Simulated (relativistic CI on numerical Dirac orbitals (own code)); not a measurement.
How well does a small relativistic CI reproduce Hg⁺?

Computed by Dirac-Coulomb-Breit CI, separate exchange-only KLI orbitals for each configuration, model QED (radiative potential, 1s self-energy scaled to tabulated hydrogen-like ionisation energies), valence Slater integrals scaled by 0.85, P86 correlation energy added to each configuration (own radial code, finite nucleus).

Configuration list (outside the closed core [Xe] 4f14): 5d¹⁰6s, 5d⁹6s², 5d¹⁰6p, 5d⁹6s6p, 5d¹⁰7s, 5d¹⁰6d, 5d¹⁰7p, 5d¹⁰5f, 5d¹⁰8s, 5d¹⁰7d, 5d¹⁰8p, 5d¹⁰9s, 5d¹⁰5g, 5d¹⁰6f, 5d¹⁰8d, 5d¹⁰9p, 5d¹⁰10s, 5d¹⁰10p, 5d⁹6s7p, 5d⁹6s7s, 5d⁹6s8s, 5d⁹6s5f, 5d⁹6s7d, 5d⁹6s6d, 5d⁹6s8p, 5d⁹6s9s, 5d⁹6s5g, 5d⁹6s6f, 5d⁹6s8d, 5d⁹6s9p. Double excitations out of closed p, d and f shells are left out; levels of such configurations are missing from the list, as are those of other unlisted configurations, and high levels can miss mixing partners.

```
Configuration  Term (tabulated)    J  Measured (cm⁻¹)  Computed   Error  Purity (%)
       5d¹⁰6s                2S  1/2              0.0         0       0         100
       5d⁹6s²                2D  5/2          35514.6     41700    6185         100
       5d⁹6s²                2D  3/2          50555.6     55989    5434         100
       5d¹⁰6p               2P°  1/2          51486.1     48818   -2668          98
       5d¹⁰6p               2P°  3/2          60608.4     56811   -3798          97
      5d⁹6s6p          (5/2,2)°  9/2          91139.5     88048   -3092         100
       5d¹⁰7s                2S  1/2          95714.4     88863   -6851         100
       5d¹⁰6d                2D  3/2         104984.1     97625   -7359         100
       5d¹⁰6d                2D  5/2         105544.0     98040   -7504         100
       5d¹⁰7p               2P°  1/2         108298.2    100342   -7957          77
       5d¹⁰7p               2P°  3/2         111971.5    101851  -10121          56
       5d¹⁰5f             2F° †  7/2         123153.8    115070   -8084          95
       5d¹⁰5f             2F° †  5/2         123411.4    114863   -8549          98
```

Measured levels from NIST Handbook of Basic Atomic Spectroscopic Data (Sansonetti and Martin, J. Phys. Chem. Ref. Data 34, 1559 (2005)); pairs were made by configuration, J and term (by order where the table uses no LS term), so strongly mixed levels may be paired wrongly.

Mean error by configuration (cm⁻¹): 5d⁹6s² 5809; 5d¹⁰6p -3233; 5d⁹6s6p -3092; 5d¹⁰7s -6851; 5d¹⁰6d -7431; 5d¹⁰7p -9039. Over the excited levels the mean absolute error is 6097 cm⁻¹ (12 of the 20 excited levels that our extract of the source holds in range could be paired, and the others can miss by more), and the median relative error of those above 1,000 cm⁻¹ is 7.1 %. † marks terms whose computed intervals miss the measured ones by more than a factor of 2.5, or configurations far off the rest, from wrong mixing, a near crossing or a doubtful label or measurement; they are left out of the means.
